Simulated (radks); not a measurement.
The numbers below are computed, except where a source is named.
Problem. The mean radii <r> (bohr) of the occupied orbitals of an atom or ion are listed with their occupations. Code: a radial shooting solver on a logarithmic mesh with Libxc functionals. Model: scalar-relativistic Kohn-Sham, PBE, spin-unpolarised, spherical densities, point nucleus.

| orbital | occ. | <r> |
|---|---|---|
| 1s | 2 | 0.03917 |
| 2s | 2 | 0.1710 |
| 2p | 6 | 0.1489 |
| 3s | 2 | 0.4358 |
| 3p | 5 | 0.4268 |

Name the element and its charge.

Solution. Z = 38, strontium, charge +21: Sr21+ in [Ne] 3s2 3p5. The 1s radius gives Z: for a bare nucleus <r> = (2 gamma + 1)/(2Z) with gamma = sqrt(1 - (Z/c)^2), 0.03844 bohr for Z = 38, and screening makes it slightly larger (0.03917 here). The occupations add up to 17, and the charge is Z minus that.
